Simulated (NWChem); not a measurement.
CH6BFN2; SMILES B(CF)(N)N

```xyz
11

N      0.7334    -1.7697    -0.0034
B     -0.0128    -0.5667     0.0007
N     -1.4190    -0.5145     0.0017
C      0.7577     0.8320     0.0061
F     -0.1301     1.8977    -0.0036
H      1.7423    -1.7906    -0.0044
H      0.3153    -2.6892    -0.0052
H     -2.0381    -1.3116    -0.0016
H     -1.8812     0.3844     0.0028
H      1.4215     0.9271    -0.8736
H      1.4034     0.9287     0.8992
```
Atoms are numbered in this order, from 1.

All runs: NWChem. All runs use the structure optimised with PBE0/def2-SVP. GIAO values for the isolated, static molecule; σ is the absolute isotropic shielding, δ = σ(reference) − σ with the isolated reference molecule computed at the same levels (19F: trichlorofluoromethane, 1H: tetramethylsilane, 15N: ammonia).

Task: What does the run give for PBE/pcSseg-1? Quantities: δ N1 (ppm); δ N3 (ppm); δ F5 (ppm); δ H8 (ppm); δ H9 (ppm); δ H10 (ppm); δ H11 (ppm).

Result: 
```json
{
  "δ N1 (ppm)": "58.0",
  "δ N3 (ppm)": "67.3",
  "δ F5 (ppm)": "-320.7",
  "δ H8 (ppm)": "2.03",
  "δ H9 (ppm)": "2.92",
  "δ H10 (ppm)": "4.44",
  "δ H11 (ppm)": "4.45"
}
```
